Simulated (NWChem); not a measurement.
# CHBr2Cl; SMILES BrC(Br)Cl

Results from NWChem. Pople sets run with spherical d functions. This build's default masses of Se (78.918 u) and Br (79.917 u) are each other's, which moves their modes by up to 0.6 %. Each level has its own optimisation; frequencies are unscaled.

For level Hartree-Fock/STO-3G:

r C–Cl (Å): 1.828
r C–H (Å): 1.095
highest harmonic frequency (cm⁻¹): 3625
lowest (cm⁻¹): 194
zero-point energy (kcal/mol): 14.0
dipole (D): 1.69

Question: What are these values for level Hartree-Fock/6-31G*?

Answer: The r C–Cl (Å) comes out as 1.758. The r C–H (Å) comes out as 1.070. The highest harmonic frequency (cm⁻¹) comes out as 3415. The lowest (cm⁻¹) is 182 and the zero-point energy (kcal/mol) is 12.9. The dipole (D) is 1.19.
